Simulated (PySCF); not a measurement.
Se(Me)(OMe) (C₂H₆OSe), SMILES CO[Se]C. Atoms are numbered in the order given.

```xyz
10

Se    -0.3126    -0.1793     0.5929
C     -1.1816     1.3789    -0.2061
H     -2.1319     1.5180     0.3320
H     -1.3895     1.2167    -1.2725
H     -0.5452     2.2626    -0.0649
O      1.2686    -0.0661    -0.3189
C      1.2834    -0.6846    -1.5905
H      0.5774    -0.2127    -2.2999
H      2.3052    -0.5596    -1.9848
H      1.0523    -1.7641    -1.5393
```

Coordinates come from a B3LYP-D3(BJ)/def2-SVP optimisation. Other conformers were not sampled.

Method: r2SCAN/def2-TZVP run with PySCF.

Gas-phase values at a fixed geometry.

Computed frontier levels, gap, dipole moment and polarisability:
| Item | Result |
|---|---|
| highest occupied level | -5.36 eV |
| lowest empty level | -1.65 eV |
| orbital gap | 3.71 eV |
| dipole moment | 1.86 D |
| quadrupole, principal values (traceless, Buckingham form, about the centre of nuclear charge) | -5.30, -0.10, 5.40 D·Å |
| mean static polarisability | 56.8 bohr³ (8.42 Å³) |
| polarisability, principal values | 45.0, 56.2, 69.2 bohr³ |
